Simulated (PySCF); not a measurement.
Species: C5H4ClN.
SMILES: `N#CC1=C(Cl)CC1`

Method used: CAM-B3LYP/def2-SVPD in PySCF (dipole) on a GFN2-xTB geometry, gas phase.

Take the most abundant isotopes and a rigid rotor. 

(1) What are A, B and C (MHz)?

(2) Classify the top.

(3) What does the inertial defect say?

(4) Give the other two planar moments, Paa and Pbb, and the rms extents of the mass along the axes.

(5) Give the coordinates in the principal-axis frame, origin at the centre of mass.

(6) Which lines would a microwave search look for?

Answers

(1) Ia = 167.84, Ib = 275.74, Ic = 437.22 u·Å²; 505379 MHz·u·Å²/I gives A = 3011, B = 1833, C = 1156 MHz.

(2) An asymmetric top; Ray's κ = -0.270.

(3) Not planar: Δ = Ic − Ia − Ib = -6.37 u·Å². For a rigid frame Δ = −2 Σ m c², so Σ m c² = 3.18 u·Å² lies off the ab plane, practically all of it from hydrogen. The atom farthest from that plane is 0.89 Å away.

(4) Paa = Σ m a² = (Ib + Ic − Ia)/2 = 272.56 and Pbb = Σ m b² = (Ia + Ic − Ib)/2 = 164.66 u·Å². With the mass M = 113.00 u, the rms extents √(P/M) along a, b and c are 1.55, 1.21, 0.17 Å.

(5) The sense of each axis is arbitrary; atoms in the order of the calculation.
```json
{"atom": "N1", "mass (u)": "14.003", "a (Å)": "2.690", "b (Å)": "1.279", "c (Å)": "0.000"}
{"atom": "C2", "mass (u)": "12.000", "a (Å)": "1.806", "b (Å)": "0.546", "c (Å)": "0.000"}
{"atom": "C3", "mass (u)": "12.000", "a (Å)": "0.748", "b (Å)": "-0.362", "c (Å)": "0.000"}
{"atom": "C4", "mass (u)": "12.000", "a (Å)": "-0.596", "b (Å)": "-0.269", "c (Å)": "0.000"}
{"atom": "Cl5", "mass (u)": "34.969", "a (Å)": "-1.696", "b (Å)": "1.021", "c (Å)": "0.000"}
{"atom": "C6", "mass (u)": "12.000", "a (Å)": "-0.833", "b (Å)": "-1.750", "c (Å)": "0.000"}
{"atom": "C7", "mass (u)": "12.000", "a (Å)": "0.711", "b (Å)": "-1.879", "c (Å)": "0.000"}
{"atom": "H8", "mass (u)": "1.008", "a (Å)": "-1.331", "b (Å)": "-2.134", "c (Å)": "-0.888"}
{"atom": "H9", "mass (u)": "1.008", "a (Å)": "-1.332", "b (Å)": "-2.135", "c (Å)": "0.887"}
{"atom": "H10", "mass (u)": "1.008", "a (Å)": "1.132", "b (Å)": "-2.340", "c (Å)": "-0.890"}
{"atom": "H11", "mass (u)": "1.008", "a (Å)": "1.133", "b (Å)": "-2.341", "c (Å)": "0.890"}
```

(6) The dipole components are |μa| = 2.69 D, |μb| = 3.75 D, |μc| = 0.00 D; the mirror of this Cs structure is the ab plane, so μc vanishes by symmetry and there are no c-type lines. The squared components, which scale the intensities, stand as 0.52 : 1.00 (a : b). Some lines, for components of 0.1 D or more:

| type | branch | J(Ka,Kc) | MHz | lower level (cm⁻¹) |
| --- | --- | --- | --- | --- |
| a | Q | 3(2,1) ← 3(2,2) | 976 | 0.801 |
| a | Q | 2(1,1) ← 2(1,2) | 2031 | 0.316 |
| a | R | 1(0,1) ← 0(0,0) | 2989 | 0.000 |
| b | R | 1(1,1) ← 0(0,0) | 4167 | 0.000 |
| a | Q | 5(2,3) ← 5(2,4) | 4596 | 1.676 |
| a | R | 2(1,2) ← 1(1,1) | 5300 | 0.139 |
| a | R | 3(0,3) ← 2(0,2) | 8209 | 0.292 |
| a | R | 3(2,2) ← 2(2,1) | 8966 | 0.501 |
| a | Q | 5(1,4) ← 5(1,5) | 9083 | 1.341 |
| b | R | 4(0,4) ← 3(1,3) | 10135 | 0.577 |
| b | R | 4(1,4) ← 3(0,3) | 10611 | 0.566 |
| b | R | 5(0,5) ← 4(1,4) | 12595 | 0.920 |
| b | R | 5(1,4) ← 4(2,3) | 13514 | 1.193 |
| b | R | 4(2,3) ← 3(1,2) | 14467 | 0.711 |
| b | R | 3(3,1) ← 2(2,0) | 16451 | 0.509 |
| b | R | 5(3,3) ← 4(2,2) | 21101 | 1.275 |
| b | R | 5(4,1) ← 4(3,2) | 25836 | 1.467 |

No GFN2-xTB frequencies stand behind this structure, so it isn't proved a minimum. Zero-point vibration and centrifugal distortion are left out. Quadrupole hyperfine structure (14N, 35Cl) is left out.
